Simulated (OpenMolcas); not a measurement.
## La: CASPT2 settings compared

```json
{"Program": "OpenMolcas 26.06", "Basis": "ANO-R3 [9s7p7d3f2g1h]", "Scalar Hamiltonian": "X2C, finite nucleus", "Active space": "3 electrons in 6 orbitals (5d 6s)", "State averaging": "2S+1 = 4 even, 20 roots; 2S+1 = 2 even, 49 roots kept (CI in the orbitals of an earlier block)", "Spin-orbit coupling": "state interaction with AMFI integrals over the reference wave functions, term energies averaged over their components"}
```

Methods on the same reference wave functions:
A. CASSCF
B. SS-CASPT2, IPEA 0.4 Eh, imaginary shift 0.3 Eh (closed shells correlated: 5s 5p)
C. SS-CASPT2, IPEA 0.4 Eh, sigma2 regulariser 0.25 Eh (closed shells correlated: 4d 5s 5p)
D. MS-CASPT2, IPEA 0.4 Eh, imaginary shift 0.3 Eh (closed shells correlated: 5s 5p)
E. MS-CASPT2, IPEA 0.4 Eh, sigma2 regulariser 0.25 Eh (closed shells correlated: 4d 5s 5p)

Energies in cm⁻¹ above 5d 6s² ²D_3/2, the measured ground level; measured values from NIST Handbook of Basic Atomic Spectroscopic Data.

| Level | A | B | C | D | E | Measured |
| --- | --- | --- | --- | --- | --- | --- |
| 5d 6s² ²D_3/2 [61 %] | 0.0 | 0.0 | 0.0 | 0.0 | 0.0 | 0.0 |
| 5d² 6s ⁴F_5/2 [72 %] | 601 | 1929 | 2300 | 2160 | 2860 | 3010 |
| 5d² 6s ⁴F_3/2 [61 %] | 667 | 1596 | 1963 | 1814 | 2510 | 2668 |
| 5d 6s² ²D_5/2 [72 %] | 1137 | 740 | 740 | 865 | 915 | 1053 |
| 5d² 6s ⁴F_7/2 | 1232 | 2360 | 2740 | 2620 | 3340 | 3495 |
| 5d² 6s ⁴F_9/2 | 1845 | 2980 | 3360 | 3230 | 3950 | 4122 |
| 5d² 6s ⁴P_1/2 | 6782 | 7030 | 7420 | 7290 | 8010 | 7231 |
| 5d² 6s ⁴P_3/2 [60 %] | 6978 | 7180 | 7490 | 7450 | 8170 | 7491 |
| 5d² 6s ²P_1/2 | 8808 | 8170 | 8660 | 8430 | 9260 | 9044 |
| 5d² 6s ²F_5/2 | 8895 | 6640 | 6790 | 6880 | 7370 | 7012 |
| 5d² 6s ²F_7/2 | 9686 | 7510 | 7670 | 7760 | 8250 | 8052 |
| 5d² 6s ²G_9/2 | 10482 | 9000 | 9400 | 9190 | 9790 | 9920 |
| 5d² 6s ²G_7/2 | 10489 | 8960 | 9350 | 9180 | 9800 | 9961 |
| 5d³ ⁴F_3/2 [65 %] | 11413 | 10910 | 11810 | 11170 | 12410 | 12431 |
| 5d² 6s ²D_5/2 [58 %] | 11419 | 8450 | 8540 | 8890 | 9520 | 9184 |
| 5d³ ⁴F_5/2 | 11689 | 11240 | 12140 | 11510 | 12740 | 12787 |
| 5d³ ⁴F_7/2 | 12117 | 11710 | 12600 | 11960 | 13190 | 13238 |
| 5d³ ⁴F_9/2 | 12712 | 12270 | 13160 | 12520 | 13740 | 13747 |

Deviations, from unrounded energies. A percentage is the sum of absolute deviations over the sum of measured energies, with the sign that they share, or ± where signs differ.

```json
{"Against measurement": "mean absolute deviation (cm-1)", "Levels": "17", "A": "1300", "B": "930", "C": "510", "D": "680", "E": "220"}
{"Against measurement": "fine structure of the ground term (%)", "Levels": "1", "A": "+8.0", "B": "-29.8", "C": "-29.7", "D": "-17.9", "E": "-13.1"}
{"Against measurement": "other configurations (%)", "Levels": "16", "A": "±15.9", "B": "-11.6", "C": "±6.3", "D": "±8.6", "E": "±2.7"}
```

E lies closest to measurement on these levels and A furthest from it. The largest miss of E in the table is 5d² 6s ⁴P_1/2, by +780 cm-1. The ranking rests on the paired levels alone, and a cruder setting can come out closer through cancelling errors.

Among B to E the level of the table that moves most is 5d³ ⁴F_3/2 [65 %], by 1500 cm-1 (lowest in B, highest in E). Moves below CASPT2's spread within the term are not significant.

The mean deviations of B to E differ by less than CASPT2's widest spread within a term (850 cm-1), so their order carries little weight.

The lowest spin-free term lies below A's lowest term by 0.262 hartree in B, 0.597 hartree in C, 0.263 hartree in D, 0.600 hartree in E.

CASPT2 breaks the degeneracy within a term, and the mean is taken; among the terms shown or strongly mixed into the levels shown the widest spread is 850 cm-1 (5d² 6s ²G, E). Terms from blocks run as CI alone lack orbitals of their own. Configurations are named by rounded mean occupations; where the s occupation lies near a half they are strongly mixed, a name can repeat and a true partner stay unpaired. A single d shell beside an s shell can misplace configurations of different d count against each other. Without dynamic correlation excited terms often stand tens of per cent too high (terms of higher spin than the ground term too low), and those without a measured partner can miss by more than the paired ones (holds for A). Some levels mix across a computed gap that differs much from the measured one, so their mixing is not that of the real levels (holds for A; B; D). The CASPT2 spread within a term exceeds the gap to the next term for 5d² 6s ²F and 5d² 6s ⁴P, 5d² 6s ²P and 5d² 6s ²G, so the order of their levels is uncertain, and so are names and mixing where such terms share a J (holds for D; E). Computed and measured levels are paired by configuration, term and J; levels that our copy of the source lacks, or whose pairing is in doubt (as where it misses far off the trend of its configuration), stay unpaired and out of the deviations. Levels of configurations outside the active space are missing. Levels that lie high or do not pair safely by name in every column are left out.

A share in square brackets marks a mixed level and gives the weight of the term that names it, the lowest over the columns.
